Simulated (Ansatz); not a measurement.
The cluster Li3Si2. Total charge 0; doublet. Geometry PBE0-D4/def2-TZVP; atoms count from 1.

```xyz
5

Li    1.9044    0.5421    0.1169
Li    0.2260   -1.8005    1.1490
Li   -1.5818    1.2998   -1.1636
Si   -0.4987    0.5542    0.8951
Si   -0.0499   -0.5956   -0.9975
```

The structure comes from a short search, and lower isomers may exist.

Question: Estimate the Mulliken populations from the PBE0/def2-TZVP orbitals of Ansatz.

Answer: 
```
atom  charge (e)  spin (α − β)
 Li1        0.52          0.00
 Li2        0.50          0.09
 Li3        0.54          0.11
 Si4       -0.78          0.40
 Si5       -0.78          0.40
```
Mulliken values and Mayer orders depend strongly on the basis.

Question: Where does the spin sit?

Answer: Summed by element: Li 0.20, Si 0.80, of 1 unpaired in all. Largest on single atoms: Si4 0.40, Si5 0.40, Li3 0.11.

Question: And the Mayer bond orders between bonded heavy atoms (over 0.3)?

Answer: Li1–Si4 0.39 (2.53 Å); Li1–Si5 0.39 (2.52 Å); Li2–Si4 0.41 (2.48 Å); Li2–Si5 0.41 (2.48 Å); Li3–Si4 0.39 (2.44 Å); Li3–Si5 0.39 (2.44 Å); Si4–Si5 1.79 (2.26 Å).
